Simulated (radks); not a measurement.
Results of a calculation; reference values are marked as such.
Question: Species: Se19+. Configuration: [Ne] 3s2 3p3. Code: a radial shooting solver on a logarithmic mesh with Libxc functionals. Model: scalar-relativistic Kohn-Sham, PBEsol, spin-polarised, spherical densities, finite nucleus; open shells are filled with parallel spins first; Fermi nuclear charge, rms radius 4.14 fm. Some entries of the table are withheld. Estimate them.

orbital  occ.  eigenvalue (hartree)  <r> (bohr)  <r^2> (bohr^2)
1s up       1             -487.4282     0.04411        0.002619
1s down     1             -487.2947     0.04410        0.002618
2s up       1             -86.55637         (1)         0.04433
2s down     1             -86.44453         (2)         0.04421
2p up       3             -79.67281         (3)         0.03492
2p down     3             -79.52140         (4)         0.03487
3s up       1             -30.64061      0.4935          0.2768
3s down     1             -30.14100      0.4953          0.2789
3p up       3                   (5)      0.4837          0.2694
3p down     0                   (6)      0.4855          0.2716

Answer: 
(1) 2s up <r> (bohr): 0.1941
(2) 2s down <r> (bohr): 0.1939
(3) 2p up <r> (bohr): 0.1692
(4) 2p down <r> (bohr): 0.1691
(5) 3p up eigenvalue (hartree): -28.44192
(6) 3p down eigenvalue (hartree): -27.94379
